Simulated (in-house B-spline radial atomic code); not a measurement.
How numerical settings move a run on Mn2+, [Ar] 3d5. Computed with an all-electron radial atomic-structure program (B-spline basis): non-relativistic Hartree-Fock, spin-polarised, averaged over the determinants with the given up and down occupations, point nucleus.

Command:
```bash
python run_scf.py task.json out
```
Settings of the sound reference run:
```
Z                25
electrons        23
configuration    [Ar] 3d5
hamiltonian      nr
method           hf
spin_polarised   True
knot_spacing     0.22
spline_order     8
gauss_points     12
box_radius       22.22
max_iterations   70
damping          0.5
damped_steps     3
diis_vectors     10
tolerance        1e-08
start            Thomas-Fermi
```

Time taken, with all properties: 0.08 s on 1 thread of AMD EPYC 9R45 96-Core Processor (shared host).

It converges in 11 iterations to -1149.110619 hartree, with 3d up at -35.0591 eV. The other runs change the listed settings, some to values that make no sense; their results aren't properties of the atom or ion. Radii are in bohr (the nuclear one in fm), a minus after a letter asks for a j subshell, and «unchanged» means within 1e-8 hartree. The run stops when the residual is below 10 × tolerance × max(1, Z/10), or a noise floor if that is larger, and the energy moves by less than 1e-8 × √|E| hartree; so very loose and very tight tolerances often act alike.

| changed settings | outcome |
| --- | --- |
| gauss_points = 5, box_radius = 3.33, max_iterations = 100 | converged in 10 iterations, energy +5.47e-02 hartree from the reference, 3d up level +1.2e+00 eV (the program warns: 3d up reaches the box edge; 3s up reaches the box edge) |
| knot_spacing = 0.75, first_knot = 4e-06, max_iterations = 100, diis_vectors = 4 | converged in 9 iterations, energy +7.23e-01 hartree from the reference, 3d up level -3.7e-01 eV (the program warns: 3s up reaches the box edge; 3s down reaches the box edge) |
| spline_order = 4 | converged in 11 iterations, energy +3.85e-04 hartree from the reference, 3d up level -1.7e-04 eV |
| box_radius = 0.89 | converged in 8 iterations, energy +9.85e+01 hartree from the reference, 3d up level +3.0e+02 eV (the program warns: 3d up has a positive eigenvalue: unbound, held by the box; 3s up has a positive eigenvalue: unbound, held by the box) |
| tolerance = 1e-13 | converged in 11 iterations, energy unchanged |
| tolerance = 1e-06 | converged in 9 iterations, energy unchanged, 3d up level +3.5e-04 eV |
| knot_spacing = 2, first_knot = 0.0004, max_iterations = 60, damping = 0.2, damped_steps = 30 | converged in 18 iterations, energy +3.57e+01 hartree from the reference, 3d up level -3.0e+00 eV (the program warns: 3d up reaches the box edge; 1s up reaches the box edge) |
| box_radius = 1.33 | converged in 9 iterations, energy +1.79e+01 hartree from the reference, 3d up level +8.8e+01 eV (the program warns: 3d up has a positive eigenvalue: unbound, held by the box; 3p down has a positive eigenvalue: unbound, held by the box) |
| electrons = 31, configuration = [Ar] 3d5 5s2 5p6, max_iterations = 60 | not converged after 60 iterations, last residual 7.6e-03 |
| box_radius = 2.22 | converged in 10 iterations, energy +1.01e+00 hartree from the reference, 3d up level +1.1e+01 eV (the program warns: 3d up reaches the box edge; 3s up reaches the box edge) |
| spline_order = 6 | converged in 11 iterations, energy +5.12e-07 hartree from the reference, 3d up level -3.0e-07 eV |
| box_radius = 44.44, max_iterations = 75, damped_steps = 0, tolerance = 1e-10, start = bare nucleus | converged in 12 iterations, energy unchanged, 3d up level +5.2e-07 eV |
| spline_order = 3 | converged in 11 iterations, energy +2.53e-02 hartree from the reference, 3d up level -8.0e-03 eV |

(1) What happens with spline_order = 4, gauss_points = 3, box_radius = 88.88, max_iterations = 75, start = bare nucleus?

(2) What happens with box_radius = 4.44?

(3) What happens with spline_order = 7?

(4) What happens with spline_order = 5?

Results:

(1) Converged in 11 iterations, energy +5.88e-04 hartree from the reference, 3d up level -2.2e-04 eV.

(2) Converged in 11 iterations, energy +3.58e-03 hartree from the reference, 3d up level +1.3e-01 eV (the program warns: 3d up reaches the box edge; 3s up reaches the box edge).

(3) Converged in 11 iterations, energy +3.28e-08 hartree from the reference.

(4) Converged in 11 iterations, energy +1.10e-05 hartree from the reference, 3d up level -5.8e-06 eV.
